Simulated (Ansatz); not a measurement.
Species: SnH$_{4}$, charge -1, multiplicity 2. 
Structure (B3LYP-D3(BJ)/def2-TZVP (Ansatz, a quantum-chemistry and plane-wave program) minimum search):
```xyz
5

Sn    -0.0308     0.0081     0.0162
H     -0.5291     1.4111    -1.2094
H      0.3236    -1.1557    -1.2774
H      0.1340    -1.3066     1.4173
H      1.6090     0.6445     0.2606
```
Charge -1, spin multiplicity 2.

Basis-set convergence of Hartree-Fock and MP2 correlation energies (hartree) with Ansatz. Valence correlation only, unless marked. UHF or UKS for open shells. No spin-orbit coupling. Frozen are the shells of the preceding noble gas and the d and f shells that filled before the atom's block. Past Kr the def2 sets carry scalar-relativistic core potentials. This anion needs diffuse functions, which these sets lack.

```csv
basis,functions,E(HF),"E(corr, MP2)"
def2-SVP,46,-215.57783,-0.10905
def2-TZVPP,106,-215.59360,-0.14045
def2-QZVPP,202,___,___
```

**Question.** Some entries are withheld; supply them.

**Answer.** 
- def2-QZVPP, E(HF): -215.59723
- def2-QZVPP, E(corr, MP2): -0.15112
